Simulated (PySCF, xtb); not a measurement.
Al(F)(Cl)(OEt) (C₂H₅AlClFO), SMILES CC[O][Al]([F])[Cl]. One conformer was computed; it need not be the lowest.

Harmonic wavenumbers (cm⁻¹) from GFN2-xTB run with xtb at its own minimum, in rising order: 30, 53, 128, 129, 189, 226, 282, 437, 475, 703, 791, 834, 984, 1094, 1144, 1197, 1249, 1329, 1397, 1468, 1475, 1486, 2906, 2922, 3032, 3035, 3045.

Task: What does PBE-D3(BJ)/def2-SVP (PySCF) give at its own minimum? (The exact figures need the calculation; the answer reports its results.)

Result: 30, 68, 83, 169, 222, 242, 292, 439, 481, 723, 786, 866, 928, 1074, 1130, 1175, 1260, 1327, 1360, 1409, 1424, 1450, 2935, 2964, 2985, 3057, 3063. Paired by order, the mean absolute difference is 26 cm⁻¹ and the zero-point energies are 45.8 and 45.7 kcal/mol.
